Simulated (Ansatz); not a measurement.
Correlation energies of `[F][SnH]1[CH2]C[CH2]1` by basis set

Z-matrix (Å, degrees):
```
Sn
C 1 2.156
C 1 2.620 2 36.1
F 1 1.935 2 112.4 3 122.1
C 1 2.156 2 70.3 3 15.2
H 1 1.707 2 128.2 3 -108.5
H 2 1.092 1 107.8 3 -113.3
H 2 1.089 1 121.8 3 119.8
H 3 1.094 1 106.1 2 -102.4
H 3 1.095 1 147.3 2 77.6
H 5 1.089 1 121.8 2 -135.0
H 5 1.092 1 107.8 2 98.1
```

Charge 0, multiplicity 1. Correlated methods freeze the filled d shell of Sn. Sn: def2 effective core potential. Geometry: relaxed with PBE0-D4/def2-TZVP. Frozen core, restricted reference, Ansatz.

```json
{"basis": "def2-SVP", "HF (Eh)": "?", "MP2 corr.": "-0.68836", "CCSD corr.": "-0.73574", "(T)": "-0.02071", "CCSD(T) total": "?"}
{"basis": "def2-TZVPP", "HF (Eh)": "-430.54313", "MP2 corr.": "?", "CCSD corr.": "?", "(T)": "?", "CCSD(T) total": "?"}
{"basis": "def2-QZVPP", "HF (Eh)": "-430.55584", "MP2 corr.": "-0.93496", "CCSD corr.": "–", "(T)": "–", "CCSD(T) total": "–"}
```

(1) Fill in the withheld values. (Estimate.)

## Answers

(1) Ansatz gave: def2-SVP HF (Eh): -430.27125; def2-SVP CCSD(T) total: -431.02770; def2-TZVPP MP2 corr.: -0.87027; def2-TZVPP CCSD corr.: -0.90676; def2-TZVPP (T): -0.03507; def2-TZVPP CCSD(T) total: -431.48496.
